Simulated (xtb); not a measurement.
Input for xtb: GFN2-xTB on NH3 (SMILES N).

```
$ xtb mol.xyz --gfn 2 --sp --chrg 0 --uhf 0
4

N     -0.06812484    -0.19824362     0.01565491
H     -0.97935394    -0.30565649    -0.41507422
H      0.38346057     0.60051671    -0.41481351
H      0.47875980    -1.02166890    -0.20822339
```

Output:

```
[...]
           -------------------------------------------------
          |                Calculation Setup                |
           -------------------------------------------------



           -------------------------------------------------
          |                 G F N 2 - x T B                 |
           -------------------------------------------------

        Reference                      10.1021/acs.jctc.8b01176
      * Hamiltonian:
        H0-scaling (s, p, d)           1.850000    2.230000    2.230000
        zeta-weighting                 0.500000
      * Dispersion:
        s8                             2.700000
        a1                             0.520000
        a2                             5.000000
        s9                             5.000000
      * Repulsion:
        kExp                           1.500000    1.000000
        rExp                           1.000000
      * Coulomb:
        alpha                          2.000000
        third order                    shell-resolved
        anisotropic                    true
        a3                             3.000000
        a5                             4.000000
        cn-shift                       1.200000
        cn-exp                         4.000000
        max-rad                        5.000000


          ...................................................
          :                      SETUP                      :
          :.................................................:
          :  # basis functions                   7          :
          :  # atomic orbitals                   7          :
          :  # shells                            5          :
          :  # electrons                         8          :
          :  max. iterations                   250          :
          :  Hamiltonian                  GFN2-xTB          :
          :  restarted?                      false          :
          :  GBSA solvation                  false          :
          :  PC potential                    false          :
          :  electronic temp.          300.0000000     K    :
          :  accuracy                    1.0000000          :
          :  -> integral cutoff          0.2500000E+02      :
          :  -> integral neglect         0.1000000E-07      :
          :  -> SCF convergence          0.1000000E-05 Eh   :
          :  -> wf. convergence          0.1000000E-03 e    :
          :  Broyden damping             0.4000000          :
          :  net charge                          0          :
          :  unpaired electrons                  0          :
          ...................................................

 iter      E             dE          RMSdq      gap      omega  full diag
   1     -4.4678481 -0.446785E+01  0.402E+00   11.60       0.0  T
   2     -4.4815303 -0.136822E-01  0.166E+00   12.16       1.0  T
   3     -4.4819381 -0.407781E-03  0.674E-01   12.25       1.0  T
   4     -4.4819551 -0.170388E-04  0.422E-02   12.19       1.2  T
   5     -4.4819552 -0.556619E-07  0.147E-02   12.18       3.4  T
   6     -4.4819554 -0.182274E-06  0.111E-03   12.18      45.0  T
   7     -4.4819554 -0.310518E-09  0.555E-04   12.18      90.2  T
   8     -4.4819554 -0.137212E-09  0.123E-05   12.18    4061.5  T

   *** convergence criteria satisfied after 8 iterations ***

         #    Occupation            Energy/Eh            Energy/eV
      -------------------------------------------------------------
         1        2.0000           -0.5944738             -16.1765
         2        2.0000           -0.5010359             -13.6339
         3        2.0000           -0.5008930             -13.6300
         4        2.0000           -0.3857378             -10.4965 (HOMO)
         5                          0.0618641               1.6834 (LUMO)
         6                          0.2135016               5.8097
         7                          0.2141348               5.8269
      -------------------------------------------------------------
                  HL-Gap            0.4476019 Eh           12.1799 eV
             Fermi-level           -0.1619368 Eh           -4.4065 eV

 SCC (total)                   0 d,  0 h,  0 min,  0.001 sec
 SCC setup                      ...        0 min,  0.000 sec (  5.797%)
 Dispersion                     ...        0 min,  0.000 sec (  1.989%)
 classical contributions        ...        0 min,  0.000 sec (  1.308%)
 integral evaluation            ...        0 min,  0.000 sec (  7.277%)
 iterations                     ...        0 min,  0.001 sec ( 64.192%)
 molecular gradient             ...        0 min,  0.000 sec (  9.920%)
 printout                       ...        0 min,  0.000 sec (  8.402%)

         :::::::::::::::::::::::::::::::::::::::::::::::::::::
         ::                     SUMMARY                     ::
         :::::::::::::::::::::::::::::::::::::::::::::::::::::
         :: total energy              -4.426240565882 Eh    ::
         :: gradient norm              0.001587828437 Eh/a0 ::
         :: HOMO-LUMO gap             12.179868230333 eV    ::
         ::.................................................::
         :: SCC energy                -4.481955352166 Eh    ::
         :: -> isotropic ES            0.014462667058 Eh    ::
         :: -> anisotropic ES          0.001853135949 Eh    ::
         :: -> anisotropic XC          0.004479700926 Eh    ::
         :: -> dispersion             -0.000367021667 Eh    ::
         :: repulsion energy           0.055714786284 Eh    ::
         :: add. restraining           0.000000000000 Eh    ::
         :: total charge               0.000000000000 e     ::
         :::::::::::::::::::::::::::::::::::::::::::::::::::::

           -------------------------------------------------
          |                Property Printout                |
           -------------------------------------------------

    * Orbital Energies and Occupations

         #    Occupation            Energy/Eh            Energy/eV
      -------------------------------------------------------------
         1        2.0000           -0.5944738             -16.1765
         2        2.0000           -0.5010359             -13.6339
         3        2.0000           -0.5008930             -13.6300
         4        2.0000           -0.3857378             -10.4965 (HOMO)
         5                          0.0618641               1.6834 (LUMO)
         6                          0.2135016               5.8097
         7                          0.2141348               5.8269
      -------------------------------------------------------------
                  HL-Gap            0.4476019 Eh           12.1799 eV
             Fermi-level           -0.1619368 Eh           -4.4065 eV

     #   Z          covCN         q      C6AA      α(0)
     1   7 N        2.580    -0.428    31.177     8.293
     2   1 H        0.860     0.143     1.453     1.888
     3   1 H        0.860     0.143     1.452     1.888
     4   1 H        0.860     0.143     1.452     1.887

 Mol. C6AA /au·bohr⁶  :         84.336872
 Mol. C8AA /au·bohr⁸  :       1500.466714
 Mol. α(0) /au        :         13.955784


Wiberg/Mayer (AO) data.
largest (>0.10) Wiberg bond orders for each atom

 ---------------------------------------------------------------------------
     #   Z sym  total        # sym  WBO       # sym  WBO       # sym  WBO
 ---------------------------------------------------------------------------
     1   7 N    2.937 --     2 H    0.979     3 H    0.979     4 H    0.979
     2   1 H    0.980 --     1 N    0.979
     3   1 H    0.980 --     1 N    0.979
     4   1 H    0.980 --     1 N    0.979
 ---------------------------------------------------------------------------
Note: The following floating-point exceptions are signalling: IEEE_DENORMAL
normal termination of xtb

Topologies differ in total number of bonds
Writing topology from bond orders to xtbtopo.mol

molecular dipole:
                 x           y           z       tot (Debye)
 q only:        0.024      -0.036      -0.292
   full:        0.056      -0.084      -0.692       1.777
molecular quadrupole (traceless):
                xx          xy          yy          xz          yz          zz
 q only:        0.223      -0.000       0.268       0.115       0.076      -0.491
  q+dip:        0.369      -0.006       0.480       0.234       0.238      -0.849
   full:        0.494      -0.001       0.601       0.264       0.193      -1.095


           -------------------------------------------------
          | TOTAL ENERGY               -4.426240565882 Eh   |
          | GRADIENT NORM               0.001587828437 Eh/α |
          | HOMO-LUMO GAP              12.179868230333 eV   |
           -------------------------------------------------

------------------------------------------------------------------------
------------------------------------------------------------------------
 total:
 SCF:
```

The run finished.

Cost: about 0.04 core-seconds (a rough figure).
